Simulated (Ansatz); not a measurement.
C2H9ClSi3, SMILES C=C(Cl)[SiH2][SiH2][SiH3].

Coordinates come from a B3LYP-D3(BJ)/def2-SVP optimisation. This is a generated structure with no PubChem entry under its InChIKey; it may be hypothetical. The values are those of a single conformer.

Two levels are set side by side: PBE/def2-SVPD (Ansatz, a first-principles code) and CAM-B3LYP/def2-SVPD (Ansatz). Energy differences of separate SCF runs at the same geometry; the states with an electron removed or added have multiplicity 2 and 2. Differences are taken from unrounded values.

```json
[
 {"quantity": "vertical ionisation energy (eV)", "CAM-B3LYP": "9.48", "PBE": "8.91", "PBE minus CAM-B3LYP": "-0.58"},
 {"quantity": "vertical singlet–triplet gap (eV)", "CAM-B3LYP": "3.94", "PBE": "3.90", "PBE minus CAM-B3LYP": "-0.05"}
]
```
